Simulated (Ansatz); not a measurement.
Relaxation of CH5BS2 (9 atoms, charge 0, multiplicity 1), to a largest force component of 0.015 eV/Å in at most 40 steps.

Computed with RKS PBE-D4/def2-SVP (Ansatz 0.2.0).

```xyz
9
Properties=species:S:1:pos:R:3
C -0.163 0.557 -1.447
S 1.226 0.238 -0.408
B 0.214 -0.800 0.805
S -0.478 0.021 2.313
H 0.114 1.230 -2.326
H -0.984 1.166 -0.879
H -0.613 -0.338 -1.857
H 0.171 -1.948 0.640
H 0.603 -0.173 3.143
```

Question: Where does it end, and by what steps?

Answer: The forces met the threshold. The force dipped under the threshold on the way, but the program's further checks kept it going. After 26 steps the energy has fallen by 1.839 eV; H8 moved furthest, 1.29 Å.

```json
{"step": "0", "energy less start (eV)": "0.0000", "largest force component (eV/Å)": "2.454", "accepted": "yes"}
{"step": "1", "energy less start (eV)": "-0.1558", "largest force component (eV/Å)": "1.117", "accepted": "yes"}
{"step": "2", "energy less start (eV)": "-0.2734", "largest force component (eV/Å)": "0.679", "accepted": "yes"}
{"step": "3", "energy less start (eV)": "-0.4596", "largest force component (eV/Å)": "0.575", "accepted": "yes"}
{"step": "4", "energy less start (eV)": "-0.7187", "largest force component (eV/Å)": "1.417", "accepted": "yes"}
{"step": "5", "energy less start (eV)": "-0.9900", "largest force component (eV/Å)": "2.290", "accepted": "yes"}
{"step": "6", "energy less start (eV)": "-1.2421", "largest force component (eV/Å)": "2.028", "accepted": "yes"}
{"step": "7", "energy less start (eV)": "-1.4771", "largest force component (eV/Å)": "1.492", "accepted": "yes"}
{"step": "8", "energy less start (eV)": "-1.6663", "largest force component (eV/Å)": "0.866", "accepted": "yes"}
{"step": "9", "energy less start (eV)": "-1.7903", "largest force component (eV/Å)": "0.449", "accepted": "yes"}
{"step": "10", "energy less start (eV)": "-1.8271", "largest force component (eV/Å)": "0.163", "accepted": "yes"}
{"step": "11", "energy less start (eV)": "-1.7863", "largest force component (eV/Å)": "0.499", "accepted": "no"}
{"step": "12", "energy less start (eV)": "-1.8371", "largest force component (eV/Å)": "0.024", "accepted": "yes"}
{"step": "13", "energy less start (eV)": "-1.8375", "largest force component (eV/Å)": "0.022", "accepted": "yes"}
{"step": "14", "energy less start (eV)": "-1.8376", "largest force component (eV/Å)": "0.023", "accepted": "yes"}
{"step": "15", "energy less start (eV)": "-1.8380", "largest force component (eV/Å)": "0.008", "accepted": "yes"}
{"step": "16", "energy less start (eV)": "-1.8377", "largest force component (eV/Å)": "0.115", "accepted": "no"}
{"step": "17", "energy less start (eV)": "-1.8383", "largest force component (eV/Å)": "0.026", "accepted": "yes"}
{"step": "18", "energy less start (eV)": "-1.8370", "largest force component (eV/Å)": "0.178", "accepted": "no"}
{"step": "19", "energy less start (eV)": "-1.8263", "largest force component (eV/Å)": "0.339", "accepted": "no"}
{"step": "20", "energy less start (eV)": "-1.8386", "largest force component (eV/Å)": "0.003", "accepted": "yes"}
{"step": "21", "energy less start (eV)": "-1.8389", "largest force component (eV/Å)": "0.035", "accepted": "yes"}
{"step": "22", "energy less start (eV)": "-1.8390", "largest force component (eV/Å)": "0.030", "accepted": "yes"}
{"step": "23", "energy less start (eV)": "-1.8392", "largest force component (eV/Å)": "0.020", "accepted": "yes"}
{"step": "24", "energy less start (eV)": "-1.8393", "largest force component (eV/Å)": "0.020", "accepted": "yes"}
{"step": "25", "energy less start (eV)": "-1.8393", "largest force component (eV/Å)": "0.017", "accepted": "yes"}
{"step": "26", "energy less start (eV)": "-1.8393", "largest force component (eV/Å)": "0.015", "accepted": "yes"}
```

```xyz
9
Properties=species:S:1:pos:R:3
C -0.099 0.518 -1.584
S 0.648 0.695 0.083
B -0.144 -0.603 1.027
S 0.218 -0.899 2.764
H 0.356 1.296 -2.226
H -1.193 0.676 -1.540
H 0.123 -0.479 -2.007
H -0.962 -1.343 0.519
H 1.140 0.094 2.948
```

The run took 72 s on 1 CPU thread of a shared host.
